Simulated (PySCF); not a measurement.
The scaffold silaethenyl-X carries different groups X. All species are isolated molecules in the gas phase. One relaxed conformer stands for each flexible species; it need not be the lowest. Strings in code marks are SMILES.

Computed with ωB97X-D3(BJ)/def2-TZVP // PBE0-D3(BJ)/def2-TZVP (PySCF 2.14.0). All candidates: neutral, multiplicity 1. Excitations are Tamm–Dancoff values on a coarser integration grid. The basis has no diffuse functions, so Rydberg states are missing or too high.

The HOMO–LUMO gap is 9.64 eV, the HOMO is -8.37 eV and the brightest of the four lowest singlets (TDA) comes out as 5.42 eV.

Q: Identify which member has these values.
(A) `C=[SiH]SC` (C–Si–S–C torsion 0°)
(B) `C=[SiH]S` (C–Si–S–H torsion 1°)
(C) `C=[SiH2]`
(D) `C=[SiH]C(F)F` (C–Si–C–F torsion 11°)

A: A, `C=[SiH]SC` (C–Si–S–C torsion 0°). The others give `C=[SiH]C(F)F` (C–Si–C–F torsion 11°): 9.72 eV, -9.14 eV, 5.64 eV; `C=[SiH2]`: 9.66 eV, -8.87 eV, 5.60 eV; `C=[SiH]S` (C–Si–S–H torsion 1°): 9.68 eV, -8.54 eV, 5.48 eV
